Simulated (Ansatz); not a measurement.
CHBCl2O, SMILES `ClC1(Cl)BO1`. The species carries charge 0 and has multiplicity 1. All single points use the PBE0-D4/def2-TZVP geometry.

```xyz
6

Cl   -0.512    0.179    2.001
C    -0.437    0.089    0.264
Cl   -2.000    0.247   -0.487
B     0.788   -0.370   -0.482
O     0.579    0.944   -0.321
H     1.581   -1.090   -0.976
```

What is the dipole moment at B3LYP/def2-TZVPP? (An estimate is asked.)

Ansatz gave: 1.71 D, with components (1.00, -1.24, -0.63) D in this frame, pointing from negative to positive charge.

And with PBE, r2SCAN, ωB97M-V? (Estimate.)

The calculation gave: PBE 1.52 D, r2SCAN 1.69 D, ωB97M-V 1.74 D.

Give the Mulliken charges with B3LYP, PBE, r2SCAN in def2-TZVPP. (Best estimate.)

Computed: 
| atom | B3LYP | PBE | r2SCAN |
| --- | --- | --- | --- |
| Cl1 | -0.07 | -0.06 | -0.08 |
| C2 | 0.22 | 0.19 | 0.25 |
| Cl3 | -0.07 | -0.06 | -0.08 |
| B4 | 0.03 | 0.01 | 0.06 |
| O5 | -0.19 | -0.12 | -0.20 |
| H6 | 0.08 | 0.05 | 0.05 |

B3LYP here is the variant with VWN-RPA as its local correlation; programs differ in this.
